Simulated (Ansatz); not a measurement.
Relaxation of Pt2Au with UKS PBE0-D4/def2-TZVP.

```sh
$ ansatz run in.yaml --threads 4 --pin off --events-out ev --progress --plain --max-ram 3916MiB
```

```yaml
crystal:
  periodic: [false, false, false]
  atoms:
    - {symbol: Pt, position_ang: [0.215270, -0.247990, 1.346530]}
    - {symbol: Pt, position_ang: [-1.119720, 0.743290, -0.337840]}
    - {symbol: Au, position_ang: [0.904450, -0.495310, -1.008700]}
basis:
  gaussian: {orbitals: def2-TZVP}
magnetization: {spin_polarized: true, initial_magnetization: 1}
hamiltonian: {xc: pbe0, dispersion: d4}
scf: {lower_state_search: "off"}
output: {orbitals: {seedname: orbitals}}
relax: {f_tol: 0.02, max_steps: 100}
```

It took 13 s on 4 threads of Arm Neoverse V2 on a shared host.

Positions (Å) and forces (eV/Å) at steps 1, 2, 3, 4 of 4:

```xyz
3
step=1 energy=-10187.4983 eV
Pt    0.215   -0.248    1.347    0.810   -0.742    2.738
Pt   -1.120    0.743   -0.338   -2.258    1.535   -1.127
Au    0.904   -0.495   -1.009    1.448   -0.793   -1.611
3
step=2 energy=-10187.7058 eV
Pt    0.238   -0.271    1.455   -0.323    0.285   -0.961
Pt   -1.210    0.804   -0.371    0.788   -0.540    0.442
Au    0.973   -0.533   -1.085   -0.465    0.255    0.519
3
step=3 energy=-10187.7647 eV
Pt    0.223   -0.258    1.411    0.090   -0.070    0.147
Pt   -1.174    0.779   -0.351   -0.119    0.085   -0.116
Au    0.951   -0.521   -1.060    0.028   -0.016   -0.031
3
step=4 energy=-10187.7659 eV
Pt    0.227   -0.261    1.416    0.004   -0.003    0.007
Pt   -1.178    0.782   -0.356   -0.006    0.004   -0.005
Au    0.951   -0.521   -1.060    0.002   -0.001   -0.002
```

In the def2 sets Au, Pt take a core potential; there is no spin–orbit coupling. The relaxation made no stability test and no search for a lower SCF solution. The structure comes from a short search, and lower isomers may exist.
